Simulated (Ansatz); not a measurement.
Molecule: sum formula NbOCl, charge 0, multiplicity 3. The spin state was set by rule; other spins were not relaxed. 
Geometry from a B3LYP-D3(BJ)/def2-TZVP (Ansatz, a program for electronic structure) optimisation:
```
Nb
O 1 1.6928
Cl 1 2.3272 2 116.16
```
Charge 0, spin multiplicity 3.

Basis-set convergence of Hartree-Fock and CCSD(T) correlation energies (hartree) with Ansatz. Correlated levels leave the core frozen unless marked. UHF or UKS for open shells. Spin-orbit coupling is left out. The frozen core is the preceding noble-gas configuration, with the filled d and f shells of earlier blocks. Past Kr the def2 sets carry scalar-relativistic core potentials.

```json
[
 {"basis": "def2-SVPD", "functions": "84", "E(HF)": "-590.60657", "E(corr, CCSD(T))": "-0.48865"},
 {"basis": "def2-TZVPPD", "functions": "147", "E(HF)": "…", "E(corr, CCSD(T))": "…"}
]
```

Question: What belongs in the gaps?

Answer: 
- def2-TZVPPD, E(HF): -590.86697
- def2-TZVPPD, E(corr, CCSD(T)): -0.60564
